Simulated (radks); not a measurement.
Results of a calculation; reference values are marked as such.
I, configuration [Kr] 4d10 5s1 5p6 (not the ground configuration). Code: a radial shooting solver on a logarithmic mesh with Libxc functionals. Model: scalar-relativistic Kohn-Sham, r2SCAN, spin-polarised, spherical densities, finite nucleus; open shells are filled with parallel spins first (spin-orbit coupling, left out, can overturn this in heavy ions); meta-GGA in the generalised Kohn-Sham scheme; Fermi nuclear charge, rms radius 4.75 fm.

Normalised radial functions P(r) = r R(r), r in bohr:

| r | 4d up | 5s up |
|---|---|---|
| 0.001688 | 0.0000 | 0.0366 |
| 0.0026 | 0.0000 | 0.0517 |
| 0.004005 | 0.0001 | 0.0709 |
| 0.006169 | 0.0005 | 0.0924 |
| 0.009502 | 0.0016 | 0.1108 |
| 0.01464 | 0.0053 | 0.1135 |
| 0.02255 | 0.0164 | 0.0802 |
| 0.03473 | 0.0477 | -0.0069 |
| 0.05349 | 0.1258 | -0.1295 |
| 0.0824 | 0.2845 | -0.1854 |
| 0.1269 | 0.5086 | -0.0343 |
| 0.1955 | 0.6163 | 0.2367 |
| 0.3011 | 0.2726 | 0.1741 |
| 0.4638 | -0.5435 | -0.2998 |
| 0.7145 | -1.1295 | -0.3154 |
| 1.101 | -0.9035 | 0.4079 |
| 1.695 | -0.3593 | 0.8326 |
| 2.611 | -0.0682 | 0.5314 |
| 4.022 | -0.0048 | 0.1417 |
| 6.195 | -0.0001 | 0.0127 |

4d up: eigenvalue -52.919 eV, 1 radial node at r = 0.354 bohr, <r> = 0.921 bohr, 90 % of the charge inside 1.40 bohr. 5s up: eigenvalue -19.360 eV, 4 radial nodes at r = 0.0338, 0.134, 0.358, 0.883 bohr, <r> = 1.96 bohr, 90 % of the charge inside 2.86 bohr.
